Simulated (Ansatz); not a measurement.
```xyz
13

C    -1.8692    0.6760    0.8710
C    -0.5971    1.1118    0.2262
C     0.3721    0.2838   -0.1383
N     0.5148   -1.1133   -0.0661
Si    2.0102   -0.9521   -0.9036
O     1.5791    0.6600   -0.7197
H    -2.0491    1.2166    1.8054
H    -1.8563   -0.3885    1.1183
H    -2.7393    0.8522    0.2291
H    -0.4295    2.1644    0.0329
H    -0.2624   -1.7364    0.0432
H     3.2465   -1.3484   -0.1897
H     2.0801   -1.4261   -2.3088
```

Charge 0, multiplicity 1.

List the ωB97M-V/def2-TZVPP orbital energies in eV (Ansatz). (Estimate.)

Ansatz gave: Occupied: -1808.12, -526.35, -394.72, -283.81, -281.17, -280.66, -149.07, -103.24, -103.18, -103.15, -32.41, -27.33, -24.25, -21.42, -18.86, -18.03, -16.29, -15.53, -15.16, -13.74, -13.44, -13.04, -12.71, -12.25, -12.04, -10.89, -7.94. Lowest empty: 1.17, 2.36, 2.96, 3.50, 3.65, 3.88, 4.57, 4.87.
